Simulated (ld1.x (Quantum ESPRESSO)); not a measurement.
**Transferability test, TM semilocal potential for Ce (Z = 58)**

ld1.x (Quantum ESPRESSO) 7.5 input, shortened:

```
&input
   title='Ce', zed=58., rel=1, dft='BP', iswitch=3,
   config='[Xe] 4f1 5d1 6s0 6p0'
 /
 &inputp
   pseudotype=1, tm=.true., lloc=1,
   nlcc=.false.
 /
4
5S  1  0   2.00   0.00  1.55  1.55  0.0
5D  3  2   1.00   0.00  3.75  3.75  0.0
4F  4  3   1.00   0.00  1.70  1.70  0.0
5P  2  1   6.00   0.00  1.85  1.85  0.0
 &test
   configts(1)='4f1 5s2 5p6 5d1 6s0 6p0'
 /
```

Energies are relative to the spin-unpolarised reference configuration 4f1 5s2 5p6 5d1 6s0 6p0; without spin polarisation the order of configurations can differ from experiment. Not all tests gave a result: 1 of 7 tests not solved or not reliable (1 of them converged, to errors over 20 eV). Left out of the table: 4f1 5s2 5p6 5d0 6s2 6p1 (converged, but collapsed or in another state, printed error -33.9 eV).

```tsv
valence configuration	charge	ΔE all-electron (eV)	error AE − PS (meV)
4f1 5s2 5p6 5d1 6s2 6p0	0	-17.450	+93
4f1 5s2 5p6 5d1 6s1 6p0	+1	-11.211	+63
4f1 5s2 5p6 5d0 6s0 6p0	+3	19.202	+13
4f0 5s2 5p6 5d2 6s2 6p0	0	-12.636	+840
```

Problem. What are ΔE and the potential's error for 4f1 5s1 5p6 5d1 6s2 6p0?

Solution. ΔE = 28.405 eV all-electron; the error (AE − PS) is +183 meV.

Problem. What are ΔE and the potential's error for 4f0 5s2 5p6 5d0 6s0 6p0?

Solution. ΔE = 57.082 eV all-electron; the error (AE − PS) is +998 meV.

These tests converged, but a pseudo level misses the all-electron one widely, so the file describes the atom poorly there or has found another state: 4f1 5s2 5p6 5d0 6s0 6p0: empty 6p by 11.1 eV; 4f1 5s1 5p6 5d1 6s2 6p0: empty 6p by 4.5 eV. ld1.x printed “convergence not achieved” for 6 of the counted tests; their residual had stalled under 1e-8, short of the target of 1e-14.
